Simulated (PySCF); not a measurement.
Gas-phase reaction: 5 ZnH₂ + 3 C + C₂H₅ ⇌ 5 ZnCH₃

Method: PySCF energies plus ideal-gas RRHO corrections (1 bar). S°(298 K) at PBE0/def2-TZVP differs from the NASA 1993 table for C₂H₅ (+9 J/mol/K); whether the harmonic model or the table's entry is off was not settled. † marks an energy on the PBE0/def2-TZVP geometry and frequencies; other levels use their own. 6-31G* has spherical d functions here. Open shells (unrestricted): C (multiplicity 3, electronic degeneracy 9), C₂H₅ (multiplicity 2), ZnCH₃ (multiplicity 2); the rest are closed-shell singlets. Spin-orbit splitting is ignored; it lowers the true energy and changes the entropy of C. Zn: all electrons, no relativistic terms. ZnH₂, ZnCH₃: computed as isolated molecules; such fragments, hydroxides, amides, oligomers or adducts are transient or little studied in the gas. The harmonic model lacks anharmonicity and excited electronic states, which grow with temperature; levels with a mode under 35 cm⁻¹ are left out. Internal rotation in C₂H₅ is treated as a harmonic vibration of one conformer, which makes the entropy rough.

ΔH° and ΔS° at 298 K: HF/6-31G* -1561 kJ, -476 J/K; PBE0/def2-QZVP† -2051 kJ, -463 J/K; PBE0/def2-TZVP -2054 kJ, -463 J/K; LDA/def2-TZVP† -2323 kJ, -463 J/K; ωB97X-V/def2-TZVP† -1912 kJ, -463 J/K.

**Question.** With the heat capacities included, give log10 K (1 bar) at 600, 800, 1000, 1200, 2500 K from HF/6-31G*, PBE0/def2-QZVP†, PBE0/def2-TZVP, LDA/def2-TZVP†, ωB97X-V/def2-TZVP†.

**Answer.** 
```json
[
 {"T (K)": "600", "HF/6-31G*": "110.4", "PBE0/def2-QZVP†": "153.8", "PBE0/def2-TZVP": "154.1", "LDA/def2-TZVP†": "177.5", "ωB97X-V/def2-TZVP†": "141.8"},
 {"T (K)": "800", "HF/6-31G*": "75.8", "PBE0/def2-QZVP†": "108.8", "PBE0/def2-TZVP": "109.0", "LDA/def2-TZVP†": "126.6", "ωB97X-V/def2-TZVP†": "99.8"},
 {"T (K)": "1000", "HF/6-31G*": "55.0", "PBE0/def2-QZVP†": "81.7", "PBE0/def2-TZVP": "81.9", "LDA/def2-TZVP†": "95.9", "ωB97X-V/def2-TZVP†": "74.5"},
 {"T (K)": "1200", "HF/6-31G*": "41.0", "PBE0/def2-QZVP†": "63.6", "PBE0/def2-TZVP": "63.7", "LDA/def2-TZVP†": "75.4", "ωB97X-V/def2-TZVP†": "57.5"},
 {"T (K)": "2500", "HF/6-31G*": "4.3", "PBE0/def2-QZVP†": "16.1", "PBE0/def2-TZVP": "16.2", "LDA/def2-TZVP†": "21.8", "ωB97X-V/def2-TZVP†": "13.2"}
]
```
